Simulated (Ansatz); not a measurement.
Geometry optimisation, RKS PBE0/def2-mTZVP in Ansatz 0.2.0.

input.yaml

```yaml
crystal:
  periodic: [false, false, false]
  atoms:
    - { symbol: Sn, position_ang: [-0.571746, -0.142848, -0.35263] }
    - { symbol: H, position_ang: [-0.131806, 0.490341, 2.492053] }
    - { symbol: H, position_ang: [0.924311, 0.164682, 0.409423] }
    - { symbol: H, position_ang: [-0.695078, 0.805953, -1.784564] }
    - { symbol: O, position_ang: [-0.356366, -2.041359, -0.915265] }
    - { symbol: H, position_ang: [-1.141354, -2.398995, -1.344367] }
    - { symbol: Si, position_ang: [-2.632886, 0.062943, 1.077156] }
    - { symbol: H, position_ang: [-3.833214, -0.195649, 0.232442] }
    - { symbol: H, position_ang: [-2.618888, -0.919691, 2.191374] }
    - { symbol: H, position_ang: [-2.73799, 1.442511, 1.624276] }
    - { symbol: H, position_ang: [-0.723484, 0.529112, 2.880404] }
basis:
  gaussian: { orbitals: def2-mTZVP }
hamiltonian:
  xc: pbe0
relax:
  f_tol: 0.03
  max_steps: 50
```

Command:

```bash
$ ansatz run input.yaml --threads 2 --pin off --max-ram 3072MiB --backend cpu --events-out ev --progress --plain --runs-dir out
```

**Question.** Where does it end, and by what steps?

**Answer.** It converged. The force dipped under the threshold on the way, but the program's further checks kept it going. After 11 steps the energy has fallen by 0.173 eV; H11 moved furthest, 1.11 Å.

| step | energy less start (eV) | largest force component (eV/Å) | accepted |
| --- | --- | --- | --- |
| 0 | 0.0000 | 1.248 | yes |
| 1 | -0.1097 | 0.203 | yes |
| 2 | -0.1458 | 0.281 | yes |
| 3 | -0.1582 | 0.354 | yes |
| 4 | -0.1667 | 0.176 | yes |
| 5 | -0.1706 | 0.050 | yes |
| 6 | -0.1722 | 0.020 | yes |
| 7 | -0.1726 | 0.146 | yes |
| 8 | -0.1731 | 0.043 | yes |
| 9 | -0.1733 | 0.004 | yes |
| 10 | -0.1735 | 0.009 | yes |
| 11 | -0.1734 | 0.017 | yes |

```xyz
11
Properties=species:S:1:pos:R:3
Sn -0.662 -0.229 -0.559
H 0.307 0.699 3.373
H 0.793 0.049 0.295
H -0.732 0.733 -1.984
O -0.468 -2.134 -1.108
H -1.137 -2.415 -1.742
Si -2.774 0.021 0.889
H -3.970 -0.382 0.100
H -2.681 -0.839 2.098
H -2.939 1.439 1.313
H -0.255 0.855 3.836
```

Whether the end is a true minimum wasn't checked by a vibrational analysis.

Time of the run: 46 s on 2 threads of Arm Neoverse V1, with other jobs on the host, peak memory 0.25 GiB.
